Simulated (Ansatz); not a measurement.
`C=C(S)Cl` and `C=C(Cl)[SiH2][AlH2]` differ in one atom or group.

Ansatz, PBE0-D4/def2-TZVP geometries, multiplicity 1. Each molecule was computed in one conformer, which needn't be the lowest. `C=C(Cl)[SiH2][AlH2]` holds a close contact that its SMILES doesn't draw: Al···Cl 2.59 Å.

```tsv
property	`C=C(S)Cl`
HOMO–LUMO gap (B3LYP/def2-TZVPP) / eV	5.97
HOMO energy (PBE0/def2-TZVPP) / eV	-7.01
HOMO–LUMO gap (PBE/def2-TZVPP) / eV	4.33
HOMO energy (ωB97M-V/def2-TZVPP) / eV	-9.14
LUMO energy (B3LYP/def2-TZVPP) / eV	-0.81
HOMO–LUMO gap (PBE0/def2-TZVPP) / eV	6.42
```

Question: Give the same properties after the change, and the shifts. (Best estimate.)

Answer: Ansatz gave: 
```tsv
property	`C=C(Cl)[SiH2][AlH2]`	shift
HOMO–LUMO gap (B3LYP/def2-TZVPP) / eV	5.72	-0.25
HOMO energy (PBE0/def2-TZVPP) / eV	-7.23	-0.22
HOMO–LUMO gap (PBE/def2-TZVPP) / eV	4.10	-0.23
HOMO energy (ωB97M-V/def2-TZVPP) / eV	-9.22	-0.08
LUMO energy (B3LYP/def2-TZVPP) / eV	-1.32	-0.51
HOMO–LUMO gap (PBE0/def2-TZVPP) / eV	6.08	-0.34
```

With PBE0 the HOMO falls by 0.22 eV and the LUMO falls by 0.56 eV, so the gap narrows by about 0.34 eV. PBE moves the HOMO by -0.29 eV and ωB97M-V by -0.08 eV.

B3LYP here is the variant with VWN-RPA as its local correlation; programs differ in this.
